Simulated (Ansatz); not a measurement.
Cartesian coordinates in Å:
```
N -0.5750 0.6039 -1.4047
Si 0.0538 0.2232 0.1289
N -1.0917 -0.6598 1.0237
N 1.4887 -0.6729 -0.0400
Cl 0.4821 1.9930 1.1519
H -0.2776 1.4198 -1.9127
H -1.5287 0.3558 -1.6073
H -1.7822 -0.2056 1.5970
H -0.8289 -1.5613 1.3847
H 1.8344 -0.8621 -0.9655
H 2.2251 -0.6338 0.6439
```

Charge 0, multiplicity 1.

Question: List the CAM-B3LYP/def2-TZVPP orbital energies in eV (Ansatz 0.2.0). (Best estimate.)

Answer: Ansatz gave: Occupied: -2763.56, -1801.88, -390.79, -390.79, -390.79, -258.36, -197.39, -197.27, -197.27, -146.22, -101.62, -101.54, -101.54, -26.00, -24.95, -24.95, -23.84, -16.57, -15.40, -15.39, -15.18, -13.23, -13.22, -12.23, -10.45, -10.45, -9.05, -9.03, -8.90. Lowest empty: 1.55, 2.52, 2.53, 3.40, 3.63, 3.65, 3.97, 4.53.
